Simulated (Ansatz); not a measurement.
```yaml
crystal:
  periodic: [false, false, false]
  atoms:
    - {symbol: Ge, position_ang: [-0.951858, -1.308270, 0.388819]}
    - {symbol: H, position_ang: [-1.611790, -1.817939, 1.681594]}
    - {symbol: H, position_ang: [0.011049, -2.385554, -0.136913]}
    - {symbol: H, position_ang: [-2.043956, -1.064109, -0.665490]}
    - {symbol: C, position_ang: [0.027050, 0.352559, 0.729783]}
    - {symbol: Ge, position_ang: [0.935173, 1.090322, -0.839897]}
    - {symbol: H, position_ang: [1.969337, 0.082215, -1.367232]}
    - {symbol: H, position_ang: [-0.088291, 1.375955, -1.951228]}
    - {symbol: H, position_ang: [1.655617, 2.400316, -0.477386]}
    - {symbol: H, position_ang: [0.775282, 0.168692, 1.518510]}
    - {symbol: H, position_ang: [-0.677611, 1.105802, 1.119449]}
basis:
  gaussian: {orbitals: aug-cc-pVDZ}
magnetization: {spin_polarized: true, initial_magnetization: 2}
hamiltonian: {xc: {name: rPW86-PBE}, dispersion: d3bj}
scf: {omitted_lower_state_checks: [starts]}
```

```sh
$ ansatz run in.yaml --threads 4 --pin off --events-out ev --progress --plain --max-ram 3916MiB
```

Shortened log:

```
Functional definition: rPW86-PBE
1648 factors; their error is unknown
mean field evaluation 1: about -114226.9501 eV, gradient 5.3e1 eV
mean field evaluation 2: about -114176.6455 eV, gradient 8.8e1 eV
mean field evaluation 4: about -114239.1280 eV, gradient 1.8e1 eV
mean field evaluation 8: about -114242.3843 eV, gradient 1.8e0 eV
mean field evaluation 16: about -114242.3690 eV, gradient 1.5e-2 eV
mean field evaluation 32: about -114242.3690 eV, gradient 8.7e-6 eV
mean field -114242.36897474 eV, -4198.3296235628 hartree, gradient 8.7e-6 eV, S^2 2.004538; 0 other end points of the search recorded, 0 dependent functions left out
reference -114242.36916974 eV, -4198.3296307289 hartree; 40, 38 occupied and 127, 129 virtual orbitals, 1648 factors
Total energy: -114242.59075579 eV, -4198.3377738661 hartree
Checks for a lower state left out: starts
```

It took 35 s on 4 threads of Arm Neoverse V1 on a shared host.
